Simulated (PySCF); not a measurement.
Structure problem from calculated spectra and properties.

Elements present: C, H and S. Monoisotopic mass: 138.0503 u.

| Property | Result |
| --- | --- |
| 1H NMR | chemical shifts (computed TMS as zero) by class: 7.19 (1 H), 7.15 (1 H), 7.02 (1 H), 3.46 (1 H), 2.28 (3 H), 2.23 (3 H) ppm [GIAO PBE0/pcSseg-1] |
| Dipole | 1.61 D [PBE0/pcSseg-1] |
| Rotational structure | rotational constants A, B, C: 2.967, 0.882, 0.686 GHz [GFN2-xTB] |
| 13C NMR | chemical shifts (computed TMS as zero) by class: 142.7 (1 C), 139.9 (1 C), 136.9 (1 C), 135.6 (1 C), 130.4 (1 C), 129.6 (1 C), 22.9 (1 C), 22.4 (1 C) ppm [GIAO PBE0/pcSseg-1] |
| NMR, other nuclei | isotropic shieldings of nuclei other than C and H, by class: 509 (1 S) ppm [GIAO PBE0/pcSseg-1] |

Gas-phase values; electronic properties from PySCF, density fitting. Levels stand in brackets. One conformer (not necessarily the lowest) at the GFN2-xTB geometry, without solvent, vibrations or thermal averaging. NMR values are class means; diastereotopic atoms form classes of their own.

**Question.** Which formula fits the mass and the elements?

**Answer.** C8H10S (calculated 138.0503). No other formula that holds each of these elements comes within 0.0003 u with a fitting electron parity and a possible valence count.

**Question.** Give a SMILES that accounts for the data.

**Answer.** Numbering: `[CH3:1][c:2]1[cH:3][cH:4][c:5]([SH:6])[cH:7][c:8]1[CH3:9]`. Its formula, C8H10S, gives 4 degrees of unsaturation: 1 ring and 3 π bonds in the structure found (Kekulé form). 8 carbons fall into 8 classes; from least to most shielded: substituted aromatic carbon [C8] (142.7 ppm), substituted aromatic carbon [C5] (139.9 ppm), substituted aromatic carbon [C2] (136.9 ppm), aromatic CH carbon [C3] (135.6 ppm), aromatic CH carbon [C7] (130.4 ppm), aromatic CH carbon [C4] (129.6 ppm), benzylic-type carbon [C9] (22.9 ppm), benzylic-type carbon [C1] (22.4 ppm). Hydrogen classes from least to most shielded: 1 H on an aromatic CH carbon, C3 (7.19 ppm), 1 H on an aromatic CH carbon, C7 (7.15 ppm), 1 H on an aromatic CH carbon, C4 (7.02 ppm), 1 H on a thiol sulfur, S6 (3.46 ppm), 3 H on a benzylic-type carbon, C9 (2.28 ppm), 3 H on a benzylic-type carbon, C1 (2.23 ppm). The other shieldings belong to: 509 ppm, thiol sulfur [S6]. By its constants the optimised geometry is an asymmetric top. Structure: `c1c(C)c(cc(S)c1)C` (3,4-dimethylbenzenethiol). Computed isomers that give other values at the same levels: `CSCc1ccccc1` (13C chemical shifts (computed TMS as zero) by class: 144.6 (1 C), 135.5 (2 C), 133.7 (2 C), 132.2 (1 C), 44.9 (1 C), 18.3 (1 C) ppm); `C=Cc1sccc1CC` (13C chemical shifts (computed TMS as zero) by class: 147.9 (1 C), 145.1 (1 C), 135.2 (1 C), 132.1 (1 C), 130.2 (1 C), 116.5 (1 C), 24.2 (1 C), 14.1 (1 C) ppm); `CSc1cccc(C)c1` (13C chemical shifts (computed TMS as zero) by class: 148.4 (1 C), 143.5 (1 C), 134.7 (1 C), 130.6 (1 C), 129.0 (1 C), 121.8 (1 C), 24.0 (1 C), 18.3 (1 C) ppm). The assignments are read from this structure; whether some other isomer fits the data as well wasn't checked.

The values belong to the conformer `[CH3:1][c:2]1[cH:3][cH:4][c:5]([SH:6])[cH:7][c:8]1[CH3:9]`: H–S6–C5–C4 0°.
